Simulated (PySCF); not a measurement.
**Where the electron goes**

Compound: C₃H₈O₂SSi.
Z-matrix (Å and degrees, GFN2-xTB geometry), rows numbered from 1:
```
C 
C   1  1.5207
Si  2  1.9269  1  111.45
S   3  2.1314  2  108.90  1   176.76
C   2  1.4849  1  114.10  3  -120.38
O   5  1.2121  2  123.99  1  -163.75
O   5  1.3379  2  114.33  1    19.94
H   1  1.0865  2  110.86  3    59.78
H   1  1.0885  2  110.77  3   179.78
H   1  1.0871  2  110.00  3   -60.29
H   2  1.0934  1  110.27  3   118.85
H   3  1.4557  2  107.62  1    60.09
H   3  1.4609  2  108.90  1   -62.26
H   4  1.3281  3   95.46  2    23.82
H   7  0.9700  5  110.04  2   177.39
```

The calculation used PySCF, TDDFT wB97X-D/def2-SVPD, vertical, gas phase, core orbitals frozen in the response.

Frontier orbitals with the atoms that hold most of them (Löwdin shares over 4%, at most four atoms; ? is withheld):

```tsv
orbital	ε (eV)	atoms
LUMO+2	1.97	S4 34%, Si3 17%, O7 9%, H12 6%
LUMO+1	1.68	O7 18%, Si3 15%, C5 9%, C1 9%
LUMO	1.35	?
HOMO	?	?
HOMO-1	-10.15	O6 46%, S4 13%, C2 10%, O7 8%
HOMO-2	-10.80	S4 30%, O6 19%, C2 15%, Si3 12%
HOMO-3	-11.13	O6 27%, S4 21%, Si3 12%, O7 9%
```

(1) Give the leading atoms of the LUMO.

(2) Which atoms hold the HOMO, and with what shares?

(3) What is the HOMO energy, and the HOMO–LUMO gap?

Answers

(1) C5 (bonded to C and 2 O) 28%; O6 (bonded to C) 21%; Si3 (bonded to C, S and 2 H) 13%; O7 (bonded to C and H) 10%. By element: oxygen 32%, carbon 28% or more, silicon 13%.

(2) S4 (bonded to Si and H) 74%; Si3 (bonded to C, S and 2 H) 11%; H14 (bonded to S) 6%.

(3) ε(HOMO) = -9.07 eV; the gap is 10.42 eV (0.3831 hartree).

Problem. How does S1 compare with the orbital gap of 10.42 eV?

Solution. S1 is at 5.83 eV (f = 0.0056), 4.59 eV below the gap, made of HOMO-1→LUMO (69%), HOMO-2→LUMO (13%). Its leading pair isn't HOMO and LUMO; the energies of that pair differ by 11.50 eV. 

Next come S2 at 6.26 eV (f 0.0034), HOMO→LUMO+3 (49%), HOMO→LUMO (30%), HOMO→LUMO+1 (10%); S3 at 6.34 eV (f 0.021), HOMO→LUMO (34%), HOMO→LUMO+2 (30%), HOMO→LUMO+3 (23%); S4 at 6.68 eV (f 0.0097), HOMO→LUMO+2 (43%), HOMO→LUMO (29%), HOMO→LUMO+1 (19%); S5 at 7.05 eV (f 0.018), HOMO→LUMO+1 (36%), HOMO→LUMO+4 (28%), HOMO→LUMO+2 (9%).

Löwdin shares depend on the basis, the more so with diffuse functions.

One conformer stands for the species.
